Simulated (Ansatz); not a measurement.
**Strength of the O–Ge bond: CH6GeO2 → GeH2(OH) + CH3O**

Species: CH6GeO2 `C[O][GeH2][OH]`, singlet; GeH2(OH), doublet; CH3O `C[O]`, doublet. 

Shapes, held fixed at every level: PBE0-D4/def2-TZVP. Flexible molecules stand in one conformer, not always the lowest. Programs: Ansatz 0.2.0. The zero-point and thermal change to 298 K, harmonic and unscaled (PBE0-D4/def2-TZVP), is -17.2 kJ/mol.

Question: Estimate ΔH(298 K) of this reaction.

Answer: The highest level, CCSD(T)/def2-TZVPP, gives ΔH(298 K) = +389.2 kJ/mol; the levels span +261.9 to +418.0. The column of differences is taken from that level and isn't an error. Hartree–Fock misses the correlation of the pair that is broken and comes out low. No measured value is set beside it here. Open shells run unrestricted unless RO is named. Relativity is left out for Ge unless named. Correlated rows may include outer-core shells of Ge, which these sets cover unevenly.

```csv
level,kind,ΔH(298 K) (kJ/mol),less CCSD(T)/def2-TZVPP
HF/def2-SVP,Hartree–Fock,+261.9,-127.3
SPW92/def2-TZVPP,LDA,+418.0,+28.8
PBE-D4/def2-TZVPP,GGA,+356.1,-33.1
PBE0-D4/def2-TZVPP,global hybrid,+360.7,-28.5
wB97X-V/def2-TZVPP,range-separated hybrid,+380.3,-8.9
CCSD(T)/def2-SVP,coupled cluster or CI,+372.9,-16.3
CCSD/def2-SVP,coupled cluster or CI,+367.2,-22.0
CCSD(T)/def2-TZVPP,coupled cluster or CI,+389.2,0.0
```
